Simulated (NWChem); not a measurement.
A series in which one site is exchanged, each optimised at PBE0/def2-SVP with NWChem, gas phase unless a solvent is named. Some are not confirmed as minima by frequencies. def2 effective core potentials on I, Hf; no spin-orbit coupling.

A: [HfH3][Br] (HfH3Br; site = Br)
B: [Cl][HfH3] (HfH3Cl; site = Cl)
C: [HfH3][F] (HfH3F; site = F)
D: [I][HfH3] (HfH₃I; site = I)

Question: Rank them by lowest singlet excitation, PBE/def2-SVPD, TDA (eV), lowest first.

Answer: D (3.89), A (4.03), B (4.08), C (4.25)
